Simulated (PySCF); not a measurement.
NMR data simulated for an unnamed compound:

1H NMR (500 MHz, computed): δ 6.51 (m, 1H), 6.14 (m, 1H), 6.00 (m, 1H), 3.37 (s, 6H), 0.70 (m, 2H), 0.35 (m, 2H), -0.23 (m, 1H).

13C{1H} NMR (computed): δ 144.7 (CH), 142.8 (CH2), 4.8 (CH2), -4.4 (CH).

Computed data (PySCF 2.14.0 with density-fitted response routines): GIAO B3LYP/pcSseg-1 shieldings, PBE0-D3(BJ)/def2-SVP geometry. Relativity neglected, one conformer, no solvent model, rapidly exchanging positions averaged.

Shifts are taken against calculated references (same method and geometry level): TMS for 1H, 13C.

Task: Which of these does the molecule contain: a non-aromatic C=C double bond, a methoxy group, an S-methyl group, a carboxylic acid, a vinyl group CH=CH2, a Si–H bond?

Result: 
- A non-aromatic C=C double bond: yes.
- A methoxy group: no.
- An S-methyl group: no.
- A carboxylic acid: no.
- A vinyl group CH=CH2: yes (δC 142.8, 144.7; δH 6.00 (m), 6.14 (m), 6.51 (m)).
- A Si–H bond: yes (δH 3.37 (s)).

The data belong to SMILES C=C[Si]([SiH3])([SiH3])C1CC1, C5H14Si3; they needn't prove each group on their own.

Carbon signals by region: 2 in the sp2 and nitrile region (100–160 ppm), 2 below 50 ppm.

Shifts are as computed. Against solution values, carbons near 30 ppm lie about +2 ppm off and those near 130 ppm about +6 ppm. Of 1211 compounds with measured shifts, 218 miss one by over three times the rms of a fit or turn the order of signals round; such compounds aren't used in these exercises. Multiplicities follow the n + 1 count of equivalent neighbours, as no J values were calculated; m marks all less simple cases, F and P coupling included.
